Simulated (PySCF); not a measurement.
Compound: C5H6ClFO2S.
Bonds: O1–S2 (double), S2–O3 (double), S2–C4, C4–C5, C5–C6, C6–C7, C7–Cl8, C7–C9 (double), C9–F10, S2–C9. Hydrogens: H11, H12 on C4; H13, H14 on C5; H15, H16 on C6.

A GFN2-xTB structure was refined with PBE0-D3(BJ)/def2-SVP geometry optimisation, gas phase in PySCF. Its GFN2-xTB values:

```csv
coordinate,GFN2-xTB
O1=S2,1.423 Å
S2–C4,1.791 Å
S2–C9,1.829 Å
C4–C5,1.506 Å
C4–H11,1.097 Å
C5–C6,1.528 Å
C5–H13,1.091 Å
C6–C7,1.498 Å
C6–H15,1.101 Å
C7–Cl8,1.738 Å
C7=C9,1.330 Å
C9–F10,1.329 Å
O1–S2–O3,119.3°
O1–S2–C4,109.1°
S2–C4–C5,107.1°
O3–S2–C4,111.3°
O3–S2–C9,108.2°
C4–C5–C6,110.1°
C6–C7–C9,123.5°
Cl8–C7–C9,120.7°
O1–S2–C9–C7,-97°
S2–C4–C5–C6,75°
C4–C5–C6–C7,-56°
C5–C6–C7–Cl8,-165°
```

Q: How do these coordinates change at the PBE0-D3(BJ)/def2-SVP level?

A: 
| coordinate | PBE0-D3(BJ)/def2-SVP (Å or °) | change |
| --- | --- | --- |
| O1=S2 | 1.458 | +0.035 |
| S2–C9 | 1.797 | -0.032 |
| C9–F10 | 1.316 | -0.013 |
| C7–Cl8 | 1.726 | -0.012 |
| C4–C5 | 1.518 | +0.012 |
| C5–H13 | 1.102 | +0.011 |
| C7=C9 | 1.338 | +0.008 |
| C6–H15 | 1.105 | +0.004 |
| C4–H11 | 1.100 | +0.003 |
| C5–C6 | 1.525 | -0.003 |
| S2–C4 | 1.789 | -0.002 |
| C6–C7 | 1.498 | 0.000 |
| S2–C4–C5 | 109.5 | +2.4 |
| C4–C5–C6 | 112.5 | +2.4 |
| C6–C7–C9 | 125.8 | +2.3 |
| Cl8–C7–C9 | 118.5 | -2.2 |
| O1–S2–O3 | 120.9 | +1.6 |
| O3–S2–C9 | 106.9 | -1.3 |
| O1–S2–C4 | 108.1 | -1.0 |
| O3–S2–C4 | 110.5 | -0.8 |
| C4–C5–C6–C7 | -48 | +8 |
| S2–C4–C5–C6 | 69 | -6 |
| C5–C6–C7–Cl8 | -170 | -5 |
| O1–S2–C9–C7 | -94 | +3 |

The energy falls by 3.4 kcal/mol over 12 energy and gradient evaluations, the largest force component goes from 0.0481 to 3.1e-04 Eh/bohr, and the atoms move by 0.088 Å rms after alignment. The bond that changes most is O1=S2 (sulfonyl oxygen to sulfonyl sulfur), which lengthens by 0.035 Å. Bonds longer at the end by more than 0.005 Å: 7 of 16; shorter: 4. Among the dihedrals that turn most is H13–C5–C6–C7, from 61° to 73°. Rotational constants go from 1661, 793.9, 608.9 to 1627, 807.6, 614.7 MHz.

The run used 178 basis functions and 82 SCF cycles in all.

Whether it is a minimum is left open (no frequencies). The numbers are those of one conformer.
